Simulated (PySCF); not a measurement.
C4H9NSi, SMILES [SiH2]1C(=C)[C@H](C)N1.

Geometry optimised at ωB97X-D3(BJ)/def2-SVP. The structure was generated by enumeration; whether it is a known compound was not checked.

All values below come from SMD-M06-2X/6-31G* in PySCF.

Solvation free energies are E(SMD) − E(gas) at the gas-phase geometry, for 1 M in both phases. In vacuum the dipole moment is 0.76 D.

```tsv
solvent	ΔG(solv) (kcal/mol)	its non-electrostatic (CDS) part	dipole (D)
water	0.4	4.0	1.09
toluene	-2.5	-0.9	0.90
diethylether	-3.2	-0.8	0.97
```
